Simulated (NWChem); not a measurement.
# C2H7BO2; SMILES CCOBO

```xyz
12

B     -0.4651     1.2916     0.2931
H     -1.1616     2.0899     0.8811
O      0.7804     1.6084    -0.1580
H      1.0171     2.5194     0.0326
O     -0.9677     0.0567     0.0882
C     -0.2374    -0.9513    -0.5856
C      0.5914    -1.7723     0.3787
H     -0.9775    -1.5902    -1.0933
H      0.4074    -0.5028    -1.3596
H     -0.0425    -2.1972     1.1716
H      1.0867    -2.6021    -0.1486
H      1.3706    -1.1548     0.8504
```
Atoms are numbered in this order, from 1.

All runs: NWChem. Coordinates come from a PBE0/def2-SVP optimisation. Total energies compare along this basis series because the functional is fixed.

```tsv
level	basis functions	energy (Ha)	highest occupied level (eV)	orbital gap (eV)	dipole (D)
PBE/def2-SVP	105	-255.3085	-6.81	7.13	1.42
PBE/def2-SVPD	162	-255.3313	[?]	[?]	1.25
PBE/def2-TZVP	197	-255.6025	-7.00	6.98	1.26
PBE/def2-TZVPP	253	-255.6059	-7.01	6.98	1.25
```

Q: What belongs in the gaps?

A: 
- PBE/def2-SVPD, highest occupied level (eV): -7.11
- PBE/def2-SVPD, orbital gap (eV): 6.72
